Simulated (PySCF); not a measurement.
Delta-SCF ions had no search for a lower state. 

Species: H$_{2}$FIn, SMILES `[F][InH2]` (charge 0, multiplicity 1).

Task: What is the computed vertical ionisation energy (Delta-SCF), HOMO–LUMO gap and LUMO (CAM-B3LYP-D3(BJ)/def2-TZVP (PySCF))?

Result: 
| Quantity | Result |
|---|---|
| vertical ionisation energy (Delta-SCF) | 11.39 eV |
| HOMO–LUMO gap | 9.09 eV |
| LUMO | -1.07 eV |
